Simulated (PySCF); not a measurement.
siletan-3-ol (C₃H₈OSi), SMILES OC1C[SiH2]C1.

Geometry optimised at TPSSh-D3(BJ)/def2-SVP. The values are those of a single conformer.

Calculation: CAM-B3LYP/def2-TZVP (PySCF).

Isolated molecule, no solvent.

Computed frontier levels, gap, dipole moment and polarisability:
```json
{
 "highest_occupied_level": "-8.96 eV",
 "lowest_empty_level": "1.31 eV",
 "orbital_gap": "10.28 eV",
 "dipole_moment": "1.40 D",
 "quadrupole, principal values (traceless, Buckingham form, about the centre of nuclear charge)": "-7.25, 0.35, 6.90 D·Å",
 "mean_static_polarisability": "64.4 bohr³ (9.55 Å³)",
 "polarisability_principal_values": "57.2, 60.8, 75.3 bohr³"
}
```
